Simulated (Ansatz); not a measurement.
Geometry optimisation, RKS PBE0/def2-SVP in Ansatz.

Input file:

```yaml
crystal:
  periodic: [false, false, false]
  atoms:
    - { symbol: "N", position_ang: [-0.9875, -0.2306, -0.9053] }
    - { symbol: Sn, position_ang: [0.2815, -1.289, 0.2173] }
    - { symbol: O, position_ang: [1.5647, -0.0659, 1.051] }
    - { symbol: H, position_ang: [-0.3891, 0.3661, -1.6063] }
    - { symbol: H, position_ang: [-1.4715, 0.5049, -0.2925] }
    - { symbol: H, position_ang: [1.044, 0.6504, 1.4897] }
basis:
  gaussian: { orbitals: def2-SVP }
hamiltonian:
  xc: pbe0
relax:
  f_tol: 0.02
  max_steps: 40
scf:
  lower_state_search: "off"
output:
  orbitals: {}
```

Run as:

```bash
$ ansatz run input.yaml --threads 1 --pin off --max-ram 2048MiB --backend cpu --events-out ev --progress --plain --runs-dir out
```

**Question.** Where does it end, and by what steps?

**Answer.** The run converged. After 14 steps the energy has fallen by 0.995 eV; H4 moved furthest, 0.97 Å.

| step | energy less start (eV) | largest force component (eV/Å) | accepted |
| --- | --- | --- | --- |
| 0 | 0.0000 | 3.708 | yes |
| 1 | -0.4153 | 1.774 | yes |
| 2 | -0.3566 | 3.336 | no |
| 3 | -0.4862 | 1.415 | yes |
| 4 | -0.5728 | 0.749 | yes |
| 5 | -0.6463 | 0.554 | yes |
| 6 | -0.7341 | 1.273 | yes |
| 7 | -0.8238 | 1.605 | yes |
| 8 | -0.9559 | 0.320 | yes |
| 9 | -0.9833 | 0.190 | yes |
| 10 | -0.9935 | 0.060 | yes |
| 11 | -0.9699 | 0.825 | no |
| 12 | -0.9932 | 0.185 | no |
| 13 | -0.9950 | 0.029 | yes |
| 14 | -0.9954 | 0.002 | yes |

```xyz
6
Properties=species:S:1:pos:R:3
N -0.663 0.027 -0.832
Sn 0.696 -1.315 -0.119
O 1.275 -0.216 1.453
H -1.220 -0.133 -1.666
H -0.885 0.932 -0.427
H 0.840 0.640 1.544
```

Run time: 33 s on 1 thread of Arm Neoverse V1 (shared host), peak memory 0.13 GiB.
